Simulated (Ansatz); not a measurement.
A nudged elastic band was laid between two geometries of F3HOTi + H2 (8 atoms, charge 0, multiplicity 1).

The calculation used RKS PBE-D4/def2-SVP in Ansatz.

```
movable images  : 7
climbing image  : yes
spring          : 5.0 eV/Å²
optimiser       : quadratic models (default)
start path      : through a guess of the saddle point
force threshold : 0.05 eV/Å
iteration limit : 60
end points      : relaxed
```

Initial state:

```xyz
8
Properties=species:S:1:pos:R:3
Ti -0.209 0.381 -0.135
O -0.068 0.130 1.621
H -0.667 -0.161 2.331
F 1.384 0.685 -0.793
F -1.266 1.742 -0.454
F -0.928 -1.032 -0.879
H 1.477 -2.770 1.772
H 1.209 -2.051 1.829
```

Final state:

```xyz
8
Properties=species:S:1:pos:R:3
Ti 0.028 -0.381 -0.165
O 0.576 -0.060 2.010
H -0.250 0.274 2.415
F 1.473 0.514 -0.571
F -1.396 0.494 0.425
F -0.524 -1.022 -1.694
H 0.315 -1.946 0.479
H 0.711 -0.949 2.393
```

Question: Which bonds break or form, and what moves?

Answer: Bonds broken: H7–H8. Bonds formed: Ti1–H7, O2–H8. F3HOTi + H2 becomes F3H3OTi.

Question: What energy profile does the band end with?

Answer: It converged. The highest image is number 6 of 0 to 8, 131.0 kJ/mol above the first end and 40.4 kJ/mol above the last; the last end lies 90.7 kJ/mol above the first. A vibrational analysis at the climbing image gives one clearly imaginary mode, 992i cm⁻¹: a first-order saddle point. The orbitals stay closed-shell, which can raise the energy where a bond breaks towards radicals; this wasn't checked here.

| image | path coordinate (Å) | energy (kJ/mol) | H7–H8 (Å) | Ti1–H7 (Å) | O2–H8 (Å) |
| --- | --- | --- | --- | --- | --- |
| 0 | 0.00 | 0.0 | 0.77 | 4.05 | 2.54 |
| 1 | 0.57 | 0.5 | 0.77 | 3.70 | 2.60 |
| 2 | 1.14 | 0.8 | 0.77 | 3.35 | 2.85 |
| 3 | 1.72 | 4.9 | 0.77 | 3.07 | 2.42 |
| 4 | 2.29 | 25.8 | 0.77 | 2.63 | 2.08 |
| 5 | 2.86 | 71.7 | 0.80 | 2.22 | 1.75 |
| 6 | 3.43 | 131.0 | 1.03 | 1.94 | 1.23 |
| 7 | 4.07 | 99.2 | 1.61 | 1.76 | 1.00 |
| 8 | 4.71 | 90.7 | 2.19 | 1.72 | 0.98 |

Question: What is the geometry of the highest image?

Answer: 
```xyz
8
Properties=species:S:1:pos:R:3
Ti 0.126 -0.209 0.002
O 0.396 -0.073 2.016
H -0.410 0.170 2.516
F 1.548 0.539 -0.662
F -1.222 0.907 0.152
F -0.535 -1.266 -1.230
H 0.554 -1.896 0.849
H 0.477 -1.248 1.651
```

Question: What are the harmonic wavenumbers there?

Answer: 992i, 79, 192, 198, 227, 241, 298, 510, 539, 595, 731, 778, 819, 947, 1327, 1703, 1767, 3691 cm⁻¹.

The run took 3.7 min on 2 threads of Arm Neoverse V1, with other jobs on the host, peak memory 0.15 GiB.
